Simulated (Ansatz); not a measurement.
Consider the formal exchange of groups at the Si–O bond: `O[SiH](O)F` + `N[SiH](Cl)Cl` → `O[SiH](F)[SiH](Cl)Cl` + `NO`.

Gas-phase electronic energies from Ansatz, PBE0-D4/def2-TZVP geometries. CBS: MP2 limit from def2 TZ/QZ plus the TZ coupled-cluster correction, frozen cores. This one scheme is used for every species. Functionals use def2-TZVPP. HSE06 is defined as in plane-wave codes. Each species was taken in one conformer, which may not be the lowest.

(1) Is it downhill or uphill in electronic energy at CCSD(T)/CBS, and by how much? (An estimate is asked.)

(2) What do these levels give: BLYP-D4, HSE06-D4, revPBE, r2SCAN0, RPA@PBE/def2-TZVPP, SCS-MP2/def2-TZVPP? (Best estimate.)

Largest T1 diagnostic among the species: 0.011.

## Answers

(1) Computed: Uphill: ΔE = +4.58 eV.

(2) Computed: BLYP-D4 4.18, HSE06-D4 4.27, revPBE 4.01, r2SCAN0 4.60, RPA@PBE/def2-TZVPP 4.30, SCS-MP2/def2-TZVPP 4.68 eV.

From r2SCAN to r2SCAN0 (25 % exact exchange), in def2-TZVPP and without D4, ΔE moves by +0.12 eV. In def2-TZVPP, CCSD(T) changes the Hartree–Fock value by −0.29 eV (the triples alone add −0.06 eV) and MP2 by −0.05 eV.
